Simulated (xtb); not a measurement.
F2Mg, charge +1, doublet, geometry from GFN2-xTB (such geometries of metal compounds can be far from the true shape) (a state made from the parent by changing its charge; the spin is typed, not shown lowest). Base run: GFN0-xTB (xtb).

Geometry (Å):
```xyz
3

Mg     0.0208    -0.0029    -0.0070
F     -0.2242     1.3208    -1.1724
F      0.1964    -1.3169     1.1817
```
Charge +1, spin multiplicity 2.
All else is at xtb's defaults.
Base energy -6.68288 Eh.

The base run was repeated with changes; each row names its change, and settings that it needs were set with it.

```
change         ΔE vs base (kcal/mol)
-------------  ---------------------
base                           0.000
etemp = 3000                  -14.43
acc = 30                       0.000
etemp = 5000                  -25.21
acc = 1000                     0.000
etemp = 10000                 -54.83
```
